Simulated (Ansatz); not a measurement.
BMe2(CN) (C₃H₆BN), 11 atoms. Hardware: 4 threads of Arm Neoverse V2 on a shared host.

**Question.** How many basis functions does each of these Ansatz runs have, and roughly what does it cost? r2SCANh-D4/def2-TZVP, charge 0 singlet, energy, from earlier orbitals; r2SCAN-D4/def2-TZVPD, charge 0 singlet, energy, from earlier orbitals; B3LYP-D4/6-31G, charge 0 singlet, energy; PBE0-D4/def2-TZVPD, charge -1 doublet at the geometry of the charge 0 singlet, energy, from earlier orbitals; PBE0-D4/def2-SVP, charge -1 doublet at the geometry of the charge 0 singlet, energy with a search over starts; r2SCAN-D4/def2-TZVP, charge 0 triplet at the geometry of the charge 0 singlet, energy, from earlier orbitals; PBE-D4/def2-TZVP, charge 0 triplet at the geometry of the charge 0 singlet, energy, from earlier orbitals; HF/6-31G, charge 0 singlet, energy; CAM-B3LYP-D4/def2-TZVP, charge 0 singlet, energy, from earlier orbitals; revPBE-D4/def2-TZVP, charge 0 singlet, energy, from earlier orbitals; PBE-D4/def2-TZVPD, charge -1 doublet at the geometry of the charge 0 singlet, energy, from earlier orbitals; PBE-D4/def2-SVP, charge 0 singlet, relaxation, 5 steps.

**Answer.** Other jobs shared the machine, so times can vary by a factor of up to 3. A dash marks memory too small to be measured apart from the calling script's.

```tsv
run	functions	fitting or Cholesky vectors	wall time	peak host memory (GiB)
HF/6-31G, charge 0 singlet, energy	57	831	0.2 s	–
B3LYP-D4/6-31G, charge 0 singlet, energy	57	831	0.6 s	–
revPBE-D4/def2-TZVP, charge 0 singlet, energy, from earlier orbitals	191	1128	1.2 s	–
PBE0-D4/def2-SVP, charge -1 doublet at the geometry of the charge 0 singlet, energy with a search over starts	100	1148	1.5 s	–
CAM-B3LYP-D4/def2-TZVP, charge 0 singlet, energy, from earlier orbitals	191	1128	1.9 s	–
r2SCANh-D4/def2-TZVP, charge 0 singlet, energy, from earlier orbitals	191	1128	2.7 s	–
PBE-D4/def2-TZVP, charge 0 triplet at the geometry of the charge 0 singlet, energy, from earlier orbitals	191	1128	2.9 s	–
r2SCAN-D4/def2-TZVPD, charge 0 singlet, energy, from earlier orbitals	239	1172	3.6 s	–
PBE-D4/def2-TZVPD, charge -1 doublet at the geometry of the charge 0 singlet, energy, from earlier orbitals	239	1172	4.2 s	–
PBE-D4/def2-SVP, charge 0 singlet, relaxation, 5 steps	100	1148	5 s	–
PBE0-D4/def2-TZVPD, charge -1 doublet at the geometry of the charge 0 singlet, energy, from earlier orbitals	239	1172	5.5 s	0.67
r2SCAN-D4/def2-TZVP, charge 0 triplet at the geometry of the charge 0 singlet, energy, from earlier orbitals	191	1128	6.5 s	–
```
